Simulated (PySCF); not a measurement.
**Diatomics of Tl with group 14**

CCSD(T) with double-zeta basis sets in PySCF, for the lowest determinant that a PBE0 search found; no spin–orbit coupling. De refers to high-spin ground-configuration atoms.

| M | basis | reference, frozen orbitals | state (unpaired electrons) | Re (Å) | ωe (cm⁻¹) | De (eV) |
| --- | --- | --- | --- | --- | --- | --- |
| C | def2-SVP | UHF, 5 | quartet (σ ↑, π ↑↑) | 2.306 | 435 | 2.33 |
| Si | def2-SVP | UHF, 9 | quartet (σ ↑, π ↑↑) | 2.697 | 237 | 1.89 |
| Ge | def2-SVP | UHF, 13 | quartet (σ ↑, π ↑↑) | 2.754 | 157 | 1.87 |
| Sn | def2-SVP | UHF, 8 | quartet (σ ↑, π ↑↑) | 2.936 | 125 | 1.72 |
| Pb | def2-SVP | UHF, 8 | quartet (σ ↑, π ↑↑) | 2.998 | 105 | 1.63 |

The shortest bond is that of TlC (2.306 Å), the longest that of TlPb (2.998 Å).

Down a group the atoms grow and get heavier, so bonds lengthen and wavenumbers fall; this series shows no clear exception.

Correlated steps freeze the inner cores (5 to 13 orbitals); shallow outer-core shells are correlated. Correlated levels converge slowly with the basis: in double zeta they bind strong bonds too weakly, by up to about 1 eV, and carry superposition errors of some tenths. These are scalar-relativistic numbers at best; spin–orbit coupling would shift them, the dissociation energy most. States were picked by a PBE0 search and need not be the measured ground states.
